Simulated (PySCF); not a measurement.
C₂H₇NOSi (SMILES CN(C)[Si]O), singlet, at a GFN2-xTB geometry; DF-CAMB3LYP/STO-3G run with PySCF.

Here is a job for PySCF.
```python
from pyscf import gto, scf, dft

mol = gto.Mole()
mol.atom = '''
    Si    0.071535    0.766666    0.899983
    O     0.801965    1.894096   -0.009073
    H     1.043485    1.859968   -0.936975
    N    -0.213124   -0.588215   -0.128930
    C    -0.862209   -1.750852    0.410782
    C     0.116460   -0.754822   -1.520879
    H    -1.794258   -1.964287   -0.126718
    H    -0.217335   -2.634330    0.327709
    H    -1.092837   -1.582183    1.459905
    H     0.790394   -1.609600   -1.660418
    H    -0.787925   -0.938410   -2.114616
    H     0.607637    0.134296   -1.912975
'''
mol.basis = 'sto-3g'
mol.charge = 0
mol.spin = 0
mol.verbose = 4
mol.max_memory = 1800
mol.build()

mf = dft.RKS(mol)
mf.xc = 'camb3lyp'
mf = mf.density_fit(auxbasis='def2-universal-jkfit')
mf.kernel()
```

Q: Predict the main parts of the log of this PySCF run.

A: 
```
PySCF version 2.14.0

[INPUT] verbose = 4
[INPUT] num. atoms = 12
[INPUT] num. electrons = 48
[INPUT] charge = 0
[INPUT] spin (= nelec alpha-beta = 2S) = 0
[INPUT] symmetry False subgroup None
[INPUT] Mole.unit = angstrom
[INPUT] Symbol           X                Y                Z      unit          X                Y                Z       unit  Magmom
[INPUT]  1 Si     0.071535000000   0.766666000000   0.899983000000 AA    0.135181558321   1.448788769016   1.700721386764 Bohr   0.0
[INPUT]  2 O      0.801965000000   1.894096000000  -0.009073000000 AA    1.515494211487   3.579322693634  -0.017145485128 Bohr   0.0
[INPUT]  3 H      1.043485000000   1.859968000000  -0.936975000000 AA    1.971900865092   3.514830120455  -1.770626135564 Bohr   0.0
[INPUT]  4 N     -0.213124000000  -0.588215000000  -0.128930000000 AA   -0.402745990572  -1.111565252361  -0.243642389240 Bohr   0.0
[INPUT]  5 C     -0.862209000000  -1.750852000000   0.410782000000 AA   -1.629338872135  -3.308630764647   0.776265476901 Bohr   0.0
[INPUT]  6 C      0.116460000000  -0.754822000000  -1.520879000000 AA    0.220077504467  -1.426406852796  -2.874044778602 Bohr   0.0
[INPUT]  7 H     -1.794258000000  -1.964287000000  -0.126718000000 AA   -3.390656216810  -3.711964460044  -0.239462315053 Bohr   0.0
[INPUT]  8 H     -0.217335000000  -2.634330000000   0.327709000000 AA   -0.410703627282  -4.978162221725   0.619280258555 Bohr   0.0
[INPUT]  9 H     -1.092837000000  -1.582183000000   1.459905000000 AA   -2.065162628791  -2.989892548943   2.758820617883 Bohr   0.0
[INPUT] 10 H      0.790394000000  -1.609600000000  -1.660418000000 AA    1.493628190499  -3.041703170100  -3.137735272298 Bohr   0.0
[INPUT] 11 H     -0.787925000000  -0.938410000000  -2.114616000000 AA   -1.488962456698  -1.773337892553  -3.996045098623 Bohr   0.0
[INPUT] 12 H      0.607637000000   0.134296000000  -1.912975000000 AA    1.148267513152   0.253782659625  -3.614998833140 Bohr   0.0

nuclear repulsion = 232.774517082208
number of shells = 24
number of NR pGTOs = 108
number of NR cGTOs = 36
basis = sto-3g
ecp = {}

******** <class 'pyscf.df.df_jk.DFRKS'> ********
method = DFRKS
initial guess = minao
damping factor = 0
level_shift factor = 0
DIIS = <class 'pyscf.scf.diis.CDIIS'>
diis_start_cycle = 1
diis_space = 8
diis_damp = 0
SCF conv_tol = 1e-09
SCF conv_tol_grad = None
SCF max_cycles = 50
direct_scf = False
XC library pyscf.dft.libxc version 7.1.2
    S. Lehtola, C. Steigemann, M. J. T. Oliveira, and M. A. L. Marques,  SoftwareX 7, 1–5 (2018)
XC functionals = camb3lyp
    T. Yanai, D. P. Tew, and N. C. Handy,  Chem. Phys. Lett. 393, 51 (2004)
radial grids:
    Treutler-Ahlrichs [JCP 102, 346 (1995); DOI:10.1063/1.469408] (M4) radial grids

becke partition: Becke, JCP 88, 2547 (1988); DOI:10.1063/1.454033
pruning grids: <function nwchem_prune>
grids dens level: 3
symmetrized grids: False
atomic radii adjust function: <function treutler_atomic_radii_adjust>
small_rho_cutoff = 0
Set gradient conv threshold to 3.16228e-05
Initial guess from minao.
tot grids = 144056
******** <class 'pyscf.df.df.DF'> ********
auxbasis = def2-universal-jkfit
Create RSH-DF object <pyscf.df.df.DF object> for omega=0.33
******** <class 'pyscf.df.df.DF'> ********
auxbasis = auxmol.basis = def2-universal-jkfit
init E= -494.101580987394
  HOMO = -0.244656615957893  LUMO = 0.0218164839093603  gap/eV = 7.25110
cycle= 1 E= -493.557106525502  delta_E= 0.544  |g|= 0.567  |ddm|= 4.28
  HOMO = -0.0421429922480615  LUMO = 0.230968266921746  gap/eV = 7.43174
cycle= 2 E= -493.5587772297  delta_E= -0.00167  |g|= 0.617  |ddm|= 1.57
  HOMO = -0.155814610257941  LUMO = 0.20565388534549  gap/eV = 9.83606
cycle= 3 E= -493.671490234713  delta_E= -0.113  |g|= 0.0746  |ddm|= 0.816
  HOMO = -0.169395434235005  LUMO = 0.1956014518827  gap/eV = 9.93207
cycle= 4 E= -493.672963293072  delta_E= -0.00147  |g|= 0.031  |ddm|= 0.145
  HOMO = -0.172495869222703  LUMO = 0.193762336458613  gap/eV = 9.96639
cycle= 5 E= -493.673260168338  delta_E= -0.000297  |g|= 0.00254  |ddm|= 0.048
  HOMO = -0.171229087767693  LUMO = 0.194946472160594  gap/eV = 9.96414
cycle= 6 E= -493.673262973731  delta_E= -2.81e-06  |g|= 0.000499  |ddm|= 0.00504
  HOMO = -0.171237114044231  LUMO = 0.194906300334724  gap/eV = 9.96327
cycle= 7 E= -493.673263066704  delta_E= -9.3e-08  |g|= 0.000141  |ddm|= 0.000994
  HOMO = -0.171251657929613  LUMO = 0.194881011077552  gap/eV = 9.96298
cycle= 8 E= -493.673263075706  delta_E= -9e-09  |g|= 2.62e-05  |ddm|= 0.000286
  HOMO = -0.171252801171916  LUMO = 0.19488090766357  gap/eV = 9.96301
cycle= 9 E= -493.673263076213  delta_E= -5.07e-10  |g|= 1.85e-06  |ddm|= 9.24e-05
  HOMO = -0.171252926364949  LUMO = 0.19488086017078  gap/eV = 9.96301
Extra cycle  E= -493.673263076217  delta_E= -4.55e-12  |g|= 8.07e-07  |ddm|= 5.52e-06
converged SCF energy = -493.673263076217
```
